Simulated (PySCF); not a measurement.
An unknown shows these calculated signals:

1H NMR (500 MHz, computed): δ 10.60 (m, 1H), 10.16 (m, 1H), 9.66 (m, 1H).

13C{1H} NMR (computed): δ 195.4 (CH), 164.8 (C), 164.0 (CH), 158.9 (CH), 143.2 (C), 123.1 (C).

One conformer, relativity neglected, no solvent. Coordinates at the GFN2-xTB level; σ from GIAO-PBE0/pcSseg-1; PySCF 2.14.0 with density-fitted response routines.

References, each an isolated molecule treated in the same way: TMS for 1H (σref 31.72), 13C (σref 186.93).

Q: Which of these does the molecule contain: a heteroaromatic ring, an OH group, a nitrile, a three-membered ring, an N-methyl group, an aldehyde?

A: 
- A heteroaromatic ring: yes.
- An OH group: no.
- A nitrile: yes (δC 123.1).
- A three-membered ring: no.
- An N-methyl group: no.
- An aldehyde: yes (δC 195.4; δH 10.60 (m)).

The data belong to SMILES N#Cc1cpc(C=O)cn1, C₆H₃N₂OP; they needn't prove each group on their own.

Carbon signals by region: 3 in the far downfield region (above 160 ppm), 3 in the sp2 and nitrile region (100–160 ppm). Above 160 ppm: 195.4, aldehyde carbonyl carbon, 164.8, substituted aromatic carbon, 164.0, aromatic CH.

Splittings by 31P in the carbon and heteronuclear signals aren't shown, as no couplings were computed. Shifts are as computed. Against solution values, carbons near 30 ppm lie about +3 ppm off and those near 130 ppm about +5 ppm. Of 1211 compounds with measured shifts, 218 miss one by over three times the rms of a fit or turn the order of signals round; such compounds aren't used in these exercises. No couplings were computed; multiplicities are counted from neighbouring protons, with m where these are inequivalent, close in shift, in a saturated or five-membered ring or joined by F or P, and br s for small geminal =CH2 splittings.
